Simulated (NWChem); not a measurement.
System: C$_{2}$H$_{7}$AlS; SMILES [CH3][AlH][S]C

NWChem input:

```
start job
memory heap 200 mb stack 900 mb global 1100 mb
geometry units angstroms noautoz
  Al    -0.517036     0.871858    -0.094184
  H     -2.066599     0.656374    -0.388008
  C      0.367212     2.619783     0.003240
  H     -0.084791     3.243777     0.785639
  H      0.253330     3.168936    -0.940840
  H      1.438879     2.542279     0.216472
  S      0.670752    -0.946897     0.216807
  C     -0.564023    -2.313959     0.034183
  H     -1.565201    -1.931569    -0.177713
  H     -0.587718    -2.889009     0.962244
  H     -0.246684    -2.963815    -0.784060
end
basis spherical
  * library def2-svp
end
dft
  xc hfexch
  iterations 150
  mulliken
end
task dft energy
```

All runs use the structure optimised with B3LYP/6-31G* (spherical d).

### Question
Give the results of this calculation. (Hartree-Fock/def2-SVP.) Quantities: energy (Ha); highest occupied level (eV); orbital gap (eV); dipole (D).

### Answer
```json
{
  "energy (Ha)": "-719.04",
  "highest occupied level (eV)": "-9.60",
  "orbital gap (eV)": "11.64",
  "dipole (D)": "1.23"
}
```
